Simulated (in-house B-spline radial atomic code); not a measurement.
Orbital energies and mean radii along the 4-electron series, configuration [He] 2s2. The effective charge is n√(-2ε), a non-relativistic measure. Computed with an all-electron radial atomic-structure program (B-spline basis): non-relativistic Hartree-Fock, average of the configuration, point nuclei.

| ion | Z | energy of 2s (Eh) | mean radius of 2s (bohr) | energy of 1s (Eh) | mean radius of 1s (bohr) | effective charge of 2s |
| --- | --- | --- | --- | --- | --- | --- |
| F5+ | 9 | -5.6655 | 0.80846 | -32.065 | 0.17431 | 6.7323 |
| Ne6+ | 10 | -7.4907 | 0.71178 | -40.54 | 0.15617 | 7.7412 |
| Mg8+ | 12 | -11.892 | 0.57465 | -60.49 | 0.12927 | 9.7538 |
| Al9+ | 13 | -14.468 | 0.52423 | -71.966 | 0.11902 | 10.758 |
| Si10+ | 14 | -17.294 | 0.48198 | -84.442 | 0.11027 | 11.762 |
| P11+ | 15 | -20.37 | 0.44604 | -97.918 | 0.10272 | 12.766 |
| S12+ | 16 | ? | ? | ? | ? | ? |
| Cl13+ | 17 | -27.273 | 0.38819 | -127.87 | 0.090353 | 14.771 |
| Ar14+ | 18 | -31.1 | 0.36456 | -144.35 | 0.085221 | 15.773 |
| K15+ | 19 | -35.176 | 0.34364 | -161.82 | 0.080641 | 16.775 |
| Ca16+ | 20 | -39.502 | 0.325 | -180.3 | 0.076527 | 17.777 |
| Sc17+ | 21 | -44.079 | 0.30828 | -199.78 | 0.072813 | 18.779 |
| Ti18+ | 22 | -48.906 | 0.2932 | -220.25 | 0.069443 | 19.78 |
| V19+ | 23 | -53.982 | 0.27952 | -241.73 | 0.066371 | 20.781 |
| Cr20+ | 24 | ? | ? | ? | ? | ? |
| Mn21+ | 25 | -64.885 | 0.25568 | -287.68 | 0.060975 | 22.783 |
| Fe22+ | 26 | -70.712 | 0.24522 | -312.16 | 0.058594 | 23.784 |
| Co23+ | 27 | -76.789 | 0.23558 | -337.64 | 0.056391 | 24.785 |
| Ni24+ | 28 | ? | ? | ? | ? | ? |
| Cu25+ | 29 | -89.692 | 0.21842 | -391.59 | 0.052448 | 26.787 |
| Zn26+ | 30 | -96.519 | 0.21074 | -420.07 | 0.050676 | 27.788 |

(1) Fill in the row of S12+.

(2) Fill in the row of Cr20+.

(3) Fill in the row of Ni24+.

(4) How does the screening of 2s change?

Results:

(1) energy of 2s (Eh): -23.697; mean radius of 2s (bohr): 0.4151; energy of 1s (Eh): -112.39; mean radius of 1s (bohr): 0.096143; effective charge of 2s: 13.769.

(2) energy of 2s (Eh): -59.309; mean radius of 2s (bohr): 0.26707; energy of 1s (Eh): -264.21; mean radius of 1s (bohr): 0.063559; effective charge of 2s: 21.782.

(3) energy of 2s (Eh): -83.115; mean radius of 2s (bohr): 0.22668; energy of 1s (Eh): -364.12; mean radius of 1s (bohr): 0.054348; effective charge of 2s: 25.786.

(4) Z less the effective charge goes from 2.27 at Z = 9 to 2.21 at Z = 30.
